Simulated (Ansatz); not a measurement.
Harmonic frequencies (cm⁻¹) at PBE0-D4/def2-TZVP from Ansatz: 92, 114, 115, 152, 199, 211, 267, 486, 508, 541, 683, 687, 717, 736, 828, 910, 930, 1578, 1959, 1966, 2106, 3564, 3660, 3900.

Each molecule was computed in one conformer, which needn't be the lowest.

(1) Which molecule is it?
A. `N#CC[BH][GaH2]`
B. `[SiH3]C1C=C1`
C. `[NH2][GeH]([OH])[SbH2]`
D. `[CH3][AlH][CH]=N`

Answers

(1) C.
